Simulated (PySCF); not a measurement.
**Polarisability and C₆ of S⁺ (sulfur, charge +1)**

[Ne] 3s2 3p3, high-spin 4S determinant. Computed with PySCF 2.14 in aug-cc-pV(T+d)Z (6s5p4d2f, 55 functions), with no relativity, point nucleus. Coupled (time-dependent) response in atomic units; α is the mean over directions.

```json
{"method": "UHF", "mean α (bohr³)": "10.93", "C₆ (like pair)": "53.80", "S(−4)": "34.58"}
{"method": "PBE", "mean α (bohr³)": "11.03", "C₆ (like pair)": "54.50", "S(−4)": "34.12"}
{"method": "PBE0", "mean α (bohr³)": "10.90", "C₆ (like pair)": "53.65", "S(−4)": "33.12"}
{"method": "M06-L", "mean α (bohr³)": "10.36", "C₆ (like pair)": "51.18", "S(−4)": "27.94"}
{"method": "wB97X-V", "mean α (bohr³)": "10.89", "C₆ (like pair)": "53.68", "S(−4)": "32.91"}
```

S(−4) is the Cauchy moment in α(ω) = α(0) + S(−4) ω² + …

α(iu) at PBE:

```json
{"u (hartree)": "0", "α(iu) (bohr³)": "11.03"}
{"u (hartree)": "0.0500", "α(iu) (bohr³)": "10.95"}
{"u (hartree)": "0.100", "α(iu) (bohr³)": "10.70"}
{"u (hartree)": "0.200", "α(iu) (bohr³)": "9.834"}
{"u (hartree)": "0.300", "α(iu) (bohr³)": "8.689"}
{"u (hartree)": "0.500", "α(iu) (bohr³)": "6.396"}
{"u (hartree)": "0.750", "α(iu) (bohr³)": "4.288"}
{"u (hartree)": "1.00", "α(iu) (bohr³)": "2.974"}
{"u (hartree)": "1.50", "α(iu) (bohr³)": "1.629"}
{"u (hartree)": "2.00", "α(iu) (bohr³)": "1.025"}
{"u (hartree)": "3.00", "α(iu) (bohr³)": "0.5255"}
{"u (hartree)": "5.00", "α(iu) (bohr³)": "0.2311"}
```

A single London oscillator, α(iu) = α/(1 + u²/ω²), gives C₆ = (3/4) ω α². Matching the computed C₆ needs ω = 4 × 54.50 / (3 × 11.03²) = 0.597 hartree.

For an ion, C₆ is the dispersion term alone; charge-induced terms of lower order in 1/R come first.
